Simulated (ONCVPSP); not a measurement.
Before and after: ONCV potential for tantalum

```json
{
 "Element": "tantalum (Ta)",
 "Generator": "ONCVPSP 4.0.1",
 "Type": "optimised norm-conserving Vanderbilt (ONCV)",
 "Functional": "PBE",
 "Relativity": "scalar-relativistic",
 "Frozen core": "[Kr] 4d10 4f14",
 "Valence charge": "13",
 "Reference configuration": "5s2 5p6 5d3.5 6s1.5",
 "Partial waves": "5s+6s: rc 1.45 bohr, ncon 4, nbas 8, qcut 6.6 1/bohr, 3 projectors, debl 3 Ha; 5p: rc 1.95 bohr, ncon 3, nbas 8, qcut 6.8 1/bohr, 3 projectors, debl 3.1 Ha; 5d: rc 2.60 bohr, ncon 4, nbas 8, qcut 7.3 1/bohr, 2 projectors, debl 0.3 Ha",
 "Local potential": "polynomial inside 1.30 bohr (lpopt 5, dvloc0 -1 Ha)",
 "Core correction": "Teter function, fcfact 3.5, rcfact 1.7"
}
```

All-electron outer shells of the reference configuration (PBE, scalar-relativistic, ld1.x):

| shell | level (eV) | outermost node (bohr) | outermost maximum (bohr) |
| --- | --- | --- | --- |
| 5s | -72.11 | 0.54 | 0.98 |
| 5p | -38.57 | 0.58 | 1.13 |
| 4f | -23.80 | – | 0.44 |
| 6s | -5.18 | 1.32 | 2.78 |
| 5d | -3.08 | 0.65 | 1.60 |

Change: core correction Teter function, fcfact 3.5, rcfact 1.74.

Cutoffs: the cutoffs (Ha) at which the residual kinetic energy of the hardest occupied pseudo-wave falls to 1 and 0.1 mHa per electron; they do not see the model core or the augmentation charge, which bear on the density cutoff. Errors are all-electron minus pseudo energies relative to the spin-unpolarised reference configuration.

Task: What does the change do?

Result: The potential gets neither clearly harder nor softer (21 Ha and 71 Ha → 21 Ha and 71 Ha); of the 4 tests that both files solve, the error grows in 4 and shrinks in 0 by more than 15 % and 0.3 meV (median size 2.6 → 3.3 meV); neither file shows a bound ghost. A model core, the more so a compact one, raises the density cutoff, which this test does not measure.

| quantity | base | changed |
| --- | --- | --- |
| cutoff, loose | 21 Ha | 21 Ha |
| cutoff, tight | 71 Ha | 71 Ha |
| bound ghosts | none | none |
| GHOST(+) flags under 300 eV | none | none |
| error for 5s2 5p6 5d3 6s2, meV [ΔE -0.99 eV] | -0.9 | -1.3 |
| error for 5s2 5p6 5d3 6s1, meV [ΔE 7.48 eV] | -3.0 | -3.8 |
| error for 5s2 5p6 5d3 6s0, meV [ΔE 22.45 eV] | -22 | -30 |
| error for 5s2 5p6 5d3 6s1 6p1, meV [ΔE 3.19 eV] | -2.2 | -2.9 |
| s: phases at 1.47 bohr within 0.05 rad from the reference energy up to (Ha; the scan ends near 5) | to the end of the scan | to the end of the scan |
| p: phases at 1.98 bohr within 0.05 rad from the reference energy up to (Ha; the scan ends near 5) | to the end of the scan | to the end of the scan |
| d: phases at 2.64 bohr within 0.05 rad from the reference energy up to (Ha; the scan ends near 5) | to the end of the scan | to the end of the scan |
| rms error of d²Exc/dni dnj with the model core, mHa | 2.02 | 2.32 |
